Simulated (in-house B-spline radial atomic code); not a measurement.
Ionising S VIII (S7+) with different functionals

Computed with a B-spline radial code for spherical atoms: scalar-relativistic (spin-free X2C) Hamiltonian, Fermi nucleus of rms radius 3.2611 fm, spin-polarised at highest spin, spherical fractional occupations for the functionals, and exact exchange of hybrids averaged over the configuration. The ionisation energy is the difference of two self-consistent energies, [He] 2s2 2p5 → [He] 2s2 2p4, without Breit or QED terms; ε is the level of the shell that loses the electron (its least bound occupied spin orbital).

```
   method                    rung  ΔSCF (eV)  -ε(2p) (eV)
     PBE0           global hybrid     329.23       311.69
    B3LYP           global hybrid     329.56       310.65
    TPSSh           global hybrid     329.50       308.09
BHandHLYP           global hybrid     329.14       318.29
  r2SCAN0           global hybrid     329.67       312.70
    B97-1           global hybrid          ?            ?
    HSE06  range-separated hybrid     329.29       311.26
    wB97X  range-separated hybrid     329.25       313.01
CAM-B3LYP  range-separated hybrid          ?            ?
  LC-wPBE  range-separated hybrid     329.48       311.16
```

Task: What does CAM-B3LYP give?

Result: ΔSCF 329.44 eV, and -ε(2p) = 312.57 eV.

Task: What does B97-1 give?

Result: ΔSCF 329.36 eV, and -ε(2p) = 310.75 eV.

Task: Among the functionals, which spreads more, the ΔSCF values or the orbital energies?

Result: The orbital energies: ΔSCF values span about 0.54 eV and the orbital energies 10.20 eV; here energy differences depend much less on the functional than eigenvalues do.

Task: How do they compare with the NIST value?

Result: NIST lists 328.79 eV ± 0.007 (measured, ground level to ground level). Errors run from +0.34 to +0.88 eV; BHandHLYP is closest (+0.34 eV), but part of that can be cancellation, since the calculations leave out spin-orbit coupling, Breit-QED terms, multiplet and fine-structure energies.
